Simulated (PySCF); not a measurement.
Structure with atom numbers: `[CH3:1][c:2]1[p:3][cH:4][cH:5][cH:6][c:7]1[F:8]` (H(Xn): hydrogen on atom n).

PySCF 2.14.0 with density-fitted response routines calculation with PBE0/pcSseg-1 with gauge-including orbitals and coordinates at the GFN2-xTB level; no solvent, non-relativistic, averaged over atoms made equivalent by symmetry, fast rotation or ring inversion, one conformer.

Referencing at the same level of theory: TMS for $^{13}$C (σref 186.93).

Task: Do the $^{13}$C shifts follow the atomic charges (in e)? Tabulate both.

Result: 
```json
{"atoms": "C7", "hybridisation": "sp2", "δ (ppm)": "173.1", "σ para (ppm)": "-236", "Hirshfeld": "+0.09", "IAO": "+0.29", "Mulliken": "+0.43", "ESP-fitted": "+0.03"}
{"atoms": "C2", "hybridisation": "sp2", "δ (ppm)": "164.0", "σ para (ppm)": "-246", "Hirshfeld": "-0.06", "IAO": "-0.24", "Mulliken": "-0.67", "ESP-fitted": "+0.33"}
{"atoms": "C4", "hybridisation": "sp2", "δ (ppm)": "160.4", "σ para (ppm)": "-238", "Hirshfeld": "-0.11", "IAO": "-0.39", "Mulliken": "-0.41", "ESP-fitted": "+0.04"}
{"atoms": "C5", "hybridisation": "sp2", "δ (ppm)": "140.2", "σ para (ppm)": "-207", "Hirshfeld": "-0.04", "IAO": "-0.13", "Mulliken": "-0.02", "ESP-fitted": "-0.43"}
{"atoms": "C6", "hybridisation": "sp2", "δ (ppm)": "124.0", "σ para (ppm)": "-195", "Hirshfeld": "-0.06", "IAO": "-0.18", "Mulliken": "-0.17", "ESP-fitted": "-0.01"}
{"atoms": "C1", "hybridisation": "sp3", "δ (ppm)": "21.6", "σ para (ppm)": "-78", "Hirshfeld": "-0.13", "IAO": "-0.42", "Mulliken": "-0.15", "ESP-fitted": "-0.56"}
```

Correlation coefficients of δ with charge over these carbons: Hirshfeld +0.56, IAO +0.53, Mulliken +0.01, ESP-fitted +0.75; with the paramagnetic shielding -0.99. Among the 5 sp2 carbons alone: Hirshfeld +0.40, IAO +0.34, Mulliken +0.09, ESP-fitted +0.48. With so few points, grouped by hybridisation, these coefficients are fragile. Charge is one influence among several: hybridisation and low-lying excitations act through the paramagnetic term.

Shifts are as computed. Against solution values, carbons near 30 ppm lie about +3 ppm off and those near 130 ppm about +5 ppm. Of 1211 compounds with measured shifts, 218 miss one by over three times the rms of a fit or turn the order of signals round; such compounds aren't used in these exercises.
